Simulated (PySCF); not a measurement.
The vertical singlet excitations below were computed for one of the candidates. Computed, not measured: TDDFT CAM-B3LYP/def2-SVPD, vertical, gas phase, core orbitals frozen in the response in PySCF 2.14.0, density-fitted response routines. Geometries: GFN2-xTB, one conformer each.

```
state  ν̃ (cm⁻¹)       f   main configurations (H = HOMO, L = LUMO)
   S1      47280   0.027                                  H→L (94%)
   S2      52780  0.0027                                H-1→L (91%)
   S3      54690   0.014                                H-2→L (90%)
   S4      57130   0.033                   H→L+2 (73%), H→L+1 (14%)
   S5      59250   0.010      H→L+1 (43%), H-3→L (25%), H→L+2 (15%)
   S6      61480  0.0044                   H-3→L (62%), H→L+1 (18%)
   S7      62450   0.038       H→L+3 (38%), H→L+4 (29%), H→L+5 (8%)
   S8      63730   0.052  H-1→L+1 (48%), H-1→L+2 (21%), H-4→L (12%)
```

Triplets computed (Tamm–Dancoff): 5.26, 6.18, 6.26 eV.

Question: Which structure fits? All have the formula C2H10O2Si2.
A. `CO[SiH2][SiH2]OC`
B. `C[SiH2]O[Si@H](C)O`
C. `COC[SiH2]O[SiH3]`
D. `COC[Si@H](O)[SiH3]`

Answer: A. Its S1, at 5.86 eV, is the lowest among the candidates; the nearest of the others has S1 at 6.44 eV. S1 is HOMO→LUMO (94%). Löwdin shares by element: HOMO oxygen 40%, silicon 35% (atoms not listed hold the other 26%); LUMO silicon 48%, hydrogen 13% or more (atoms not listed hold the other 39%). At the same level the other candidates give, for their lowest levels:
- `COC[Si@H](O)[SiH3]`: 6.44 eV (f 0.010); 6.97 eV (f 0.003); 7.15 eV (f 0.051); 7.41 eV (f 0.016); 7.51 eV (f 0.082); T1 5.80 eV; HOMO -9.08, LUMO 0.76 eV
- `C[SiH2]O[Si@H](C)O`: 7.64 eV (f 0.002); 7.87 eV (f 0.007); 7.94 eV (f 0.011); 8.21 eV (f 0.118); 8.27 eV (f 0.035); T1 7.40 eV; HOMO -9.57, LUMO 0.93 eV
- `COC[SiH2]O[SiH3]`: 7.14 eV (f 0.012); 7.35 eV (f 0.009); 7.47 eV (f 0.004); 7.62 eV (f 0.027); 7.94 eV (f 0.031); T1 6.88 eV; HOMO -9.15, LUMO 1.06 eV

The values belong to the conformer `[CH3:1][O:2][SiH2:3][SiH2:4][O:5][CH3:6]`: C1–O2–Si3–Si4 -56°, O2–Si3–Si4–O5 -174°, Si3–Si4–O5–C6 -178°.
